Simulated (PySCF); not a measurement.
B(F)(GeH3)(OMe) (CH6BFGeO), SMILES F[B]([GeH3])OC.

Geometry: TPSSh-D3(BJ)/def2-SVP. This is a generated structure with no PubChem entry under its InChIKey; it may be hypothetical. The values are those of a single conformer.

Level of theory: r2SCAN/def2-TZVP in PySCF.

The molecule is in vacuum.

Computed frontier levels, gap, dipole moment and polarisability:
The highest occupied level comes out as -7.32 eV and the lowest empty level comes out as -1.14 eV. The orbital gap comes out as 6.18 eV, the dipole moment comes out as 2.30 D and the quadrupole, principal values (traceless, Buckingham form, about the centre of nuclear charge) is -8.21, 1.96, 6.25 D·Å. The mean static polarisability is 62.8 bohr³ (9.31 Å³). The polarisability, principal values is 53.4, 62.0, 73.1 bohr³.
